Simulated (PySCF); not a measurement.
**`FC(F)[SiH]1CC=CC1` in a uniform electric field**

Species: C5H8F2Si.
Numbering: `[F:1][CH:2]([F:3])[SiH:4]1[CH2:5][CH:6]=[CH:7][CH2:8]1` (hydrogens: H9 on C2; H10 on Si4; H11, H12 on C5; H13 on C6; H14 on C7; H15, H16 on C8)

Structure used (GFN2-xTB), in Å, numbered top down from 1:
```xyz
16
C5H8F2Si angstrom
F      3.006   -0.668    0.832
C      2.248   -0.069   -0.130
F      2.967    1.011   -0.551
Si     0.545    0.501    0.610
C     -0.610    1.151   -0.759
C     -1.744    0.165   -0.764
C     -1.719   -0.853    0.078
C     -0.557   -0.999    1.020
H      2.203   -0.768   -0.977
H      0.846    1.417    1.709
H     -0.994    2.151   -0.552
H     -0.151    1.203   -1.747
H     -2.553    0.321   -1.462
H     -2.507   -1.591    0.120
H     -0.915   -0.996    2.050
H     -0.072   -1.966    0.871
```

Level: B3LYP/def2-SVPD (PySCF); nuclei fixed, core orbitals frozen in the response. Permanent dipole (-2.478, -0.486, -0.517) D (1 au = 2.5417 D). Static polarisability (au):

```
x   89.93  4.30  5.15
y    4.30 81.64 -8.52
z    5.15 -8.52 78.12
```

Only the terms in μ and α are kept: μ(F) = μ + αF and ΔE = −μ·F − ½ F·αF.

Q: What do fields of 0.154 V/Å (0.003 au) along the six axis directions do?

A: 
```tsv
field along	induced x (D)	induced y (D)	induced z (D)	total size (D)	−μ·F (kJ/mol)	−½F·αF (kJ/mol)
+x	0.686	0.033	0.039	1.909	+7.679	-1.063
−x	-0.686	-0.033	-0.039	3.254	-7.679	-1.063
+y	0.033	0.623	-0.065	2.517	+1.506	-0.965
−y	-0.033	-0.623	0.065	2.782	-1.506	-0.965
+z	0.039	-0.065	0.596	2.501	+1.602	-0.923
−z	-0.039	0.065	-0.596	2.784	-1.602	-0.923
```

Q: For the field (-0.0027, -0.0006, 0.0021) au, what is the induced dipole, and what angle does it make with the field?

A: αF = (-0.596, -0.199, 0.395) D, at 7.1° to the field. The polarisability along this direction, F·αF/F², is 83.46 au, against a mean of 83.23 au.

Q: Which field along μ doubles the dipole in that direction (linear response)?

A: The polarisability along the dipole is 92.06 au, so F = 1.0141 au / 92.06 au = 0.0110 au = 0.57 V/Å; higher-order terms are ignored.

Q: What field makes μF equal to kT at 400 K?

A: kT = 1.2667 × 10⁻³ Eh, so F = 0.00125 au = 6.42 MV/cm.

Q: Induction energy −ᾱe²/2R⁴ of a unit charge at 15 Å, the molecule taken as a point?

A: R = 28.35 bohr, so the energy is −83.2/(2 × 28.35⁴) Eh = -0.169 kJ/mol. The charge–dipole term at its most favourable orientation, −μe/R², is -3.31 kJ/mol.

Isolated species at its GFN2-xTB geometry (one conformer only).
